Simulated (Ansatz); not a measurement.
Frontier orbitals of GeH4Te (`[GeH3][TeH]`).

```xyz
6

Ge   -0.319   -0.541    0.221
Te    1.688    0.915   -0.402
H    -1.196   -0.811   -1.010
H     0.281   -1.855    0.740
H    -1.153    0.131    1.321
H     0.699    2.161   -0.868
```

Total charge 0; spin multiplicity 1. Correlated methods include outer-core shells of Ge, Te, which these sets cover unevenly. Scalar relativity is left out up to krypton. Te: def2 effective core potential. Geometry: relaxed with PBE0-D4/def2-TZVP. Basis def2-TZVPP, the Gaussian-basis code of Ansatz.

```tsv
functional	HOMO (eV)	LUMO (eV)
r2SCAN	-5.67	-1.48
```

(1) Give HOMO and LUMO (eV) with LDA (SPW92), PBE, revPBE, BLYP, B97M-V, PBE0, B3LYP, r2SCANh, r2SCAN0, HSE06 (plane-wave form), BHLYP, CAM-B3LYP, LC-ωPBE, ωB97X-V, ωB97M-V, HF. (An estimate is asked.)

Results:

(1) Ansatz gave: 
```csv
functional,HOMO,LUMO
LDA (SPW92),-5.55,-1.89
PBE,-5.42,-1.69
revPBE,-5.38,-1.62
BLYP,-5.26,-1.63
B97M-V,-5.69,-1.51
PBE0,-6.46,-0.89
B3LYP,-6.24,-1.15
r2SCANh,-6.05,-1.19
r2SCAN0,-6.62,-0.77
HSE06 (plane-wave form),-6.07,-1.26
BHLYP,-7.33,-0.07
CAM-B3LYP,-7.67,0.05
LC-ωPBE,-8.97,1.17
ωB97X-V,-8.65,1.06
ωB97M-V,-8.54,0.86
HF,-8.70,2.13
```

B3LYP here is the variant with VWN-RPA as its local correlation; programs differ in this. LC-ωPBE has ω = 0.4 bohr⁻¹. Positive LUMOs are unbound and depend on the basis.
